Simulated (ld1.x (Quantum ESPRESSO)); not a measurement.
## Pseudopotential generation for nitrogen: ultrasoft, revPBE, non-relativistic.

Input for ld1.x (Quantum ESPRESSO) 7.5:

```
&input
   title='N', zed=7., rel=0, dft='REVPBE', iswitch=3,
   config='[He] 2s2 2p1.5',
   nld=2, rlderiv=1.35, eminld=-5.0, emaxld=5.0, deld=0.02
 /
 &inputp
   pseudotype=3, tm=.true., lloc=-1, rcloc=1.20,
   nlcc=.true., rcore=0.85,
   file_pseudopw='N.UPF', file_wfcaegen='ae.wfc', file_wfcncgen='nc.wfc', file_beta='beta', file_chi='chi', file_wfcusgen='us.wfc'
 /
4
2S  1  0   2.00   0.00  0.65  0.90  0.0
2S  1  0   0.00   1.85  0.65  0.90  0.0
2P  2  1   1.50   0.00  1.20  1.25  0.0
2P  2  1   0.00   1.10  1.20  1.25  0.0
 &test
   configts(1)='2s2 2p1.5'
 /
```

Command:

```bash
ld1.x < N.in > N.out
```

Output (shortened: banner, matrices, multipoles, cross overlaps and the repeated all-electron block are left out):

```
Program LD1 v.7.5
     --------------------------- All-electron run ----------------------------

     N

     atomic number is  7.00
     dft =REVPBE   lsd =0 sic =0 latt =0  beta=0.20 tr2=1.0E-14
     Exchange-correlation= REVPBE
                           (   1   4   4   4   0   0   0)
     mesh =1085 r(mesh) =  99.89202 a.u. xmin = -7.00 dx = 0.01250
     1 Ry =  13.60569312 eV

     n l     nl                  e(Ry)          e(Ha)          e(eV)
     1 0     1S 1( 2.00)       -30.2944       -15.1472      -412.1765
     2 0     2S 1( 2.00)        -2.9781        -1.4890       -40.5187
     2 1     2P 1( 1.50)        -2.1071        -1.0535       -28.6685

     final scf error:  8.1E-15 reached in  22 iterations

     Etot =    -107.050829 Ry,     -53.525415 Ha,   -1456.500734 eV

     Ekin =     106.789109 Ry,      53.394555 Ha,    1452.939848 eV
     Encl =    -242.419102 Ry,    -121.209551 Ha,   -3298.279913 eV
     Eh   =      40.607772 Ry,      20.303886 Ha,     552.496887 eV
     Exc  =     -12.028608 Ry,      -6.014304 Ha,    -163.657556 eV

     normalization and overlap integrals

     s(1S/1S) =  1.000000  <r> =   0.2294  <r2> =    0.0712  r(max) =   0.1483
     s(2S/2S) =  1.000000  <r> =   1.2067  <r2> =    1.7320  r(max) =   0.9793
     s(2P/2P) =  1.000000  <r> =   1.2035  <r2> =    1.8110  r(max) =   0.8973

     ------------------------ End of All-electron run ------------------------

     --------------------- Generating US pseudopotential ---------------------

      Generating local potential from pseudized AE potential:
      Matching radius rcloc =   1.2000

      Local pseudo, rcloc= 1.196 Estimated cut-off energy=    16.17 Ry

      Computing core charge for nlcc:

       r > 0.85 : true rho core
       r < 0.85 : rho core = a sin(br)/r    a=   0.12  b=   3.32

      Integrated core pseudo-charge :   0.03

      Wfc   2S  rcut= 0.656  Using Troullier-Martins method
      Wfc-us  2S rcutus= 0.909  Estimated cut-off energy=    52.87 Ry

      Wfc   2S  rcut= 0.656  Using Troullier-Martins method
      Wfc-us  2S rcutus= 0.909  Estimated cut-off energy=    61.91 Ry

      Wfc   2P  rcut= 1.196  Using Troullier-Martins method
      Wfc-us  2P rcutus= 1.257  Estimated cut-off energy=    49.03 Ry

      Wfc   2P  rcut= 1.196  Using Troullier-Martins method
      Wfc-us  2P rcutus= 1.257  Estimated cut-off energy=    73.50 Ry

     ------------------- End of pseudopotential generation -------------------

     Computing logarithmic derivative in   1.34697
     Computing logarithmic derivative in   1.34697
     Computing the partial wave expansion
     R is outside the sphere for l=    0 j= 0.00
     R is outside the sphere for l=    0 j= 0.00
     R is outside the sphere for l=    1 j= 0.00
     R is outside the sphere for l=    1 j= 0.00

     ---------------------- Testing the pseudopotential ----------------------

     N

     atomic number is  7.00   valence charge is  5.00
     dft =REVPBE   lsd =0 sic =0 latt =0  beta=0.20 tr2=1.0E-14
     mesh =1085 r(mesh) =  99.89202 xmin = -7.00 dx = 0.01250

     n l     nl             e AE (Ry)        e PS (Ry)    De AE-PS (Ry)
     1 0     2S   1( 2.00)       -2.97807       -2.97807        0.00000
     2 1     2P   1( 1.50)       -2.10709       -2.10709        0.00000

     eps = 4.5E-25  iter =  1

     Etot =    -107.050829 Ry,     -53.525415 Ha,   -1456.500734 eV
     Etotps =   -17.450957 Ry,      -8.725478 Ha,    -237.432362 eV

     Ekin =       8.249581 Ry,       4.124791 Ha,     112.241272 eV
     Encl =     -33.200920 Ry,     -16.600460 Ha,    -451.721523 eV
     Ehrt =       9.214716 Ry,       4.607358 Ha,     125.372600 eV
     Ecxc =      -3.307304 Ry,      -1.653652 Ha,     -44.998165 eV
     (Ecc =      -0.018427 Ry,      -0.009213 Ha,      -0.250709 eV)
     Epseu=       1.592969 Ry,       0.796485 Ha,      21.673453 eV

     ---------------------- End of pseudopotential test ----------------------
```

Generation and configuration tests took about 1.4 s on one core of a shared server CPU.
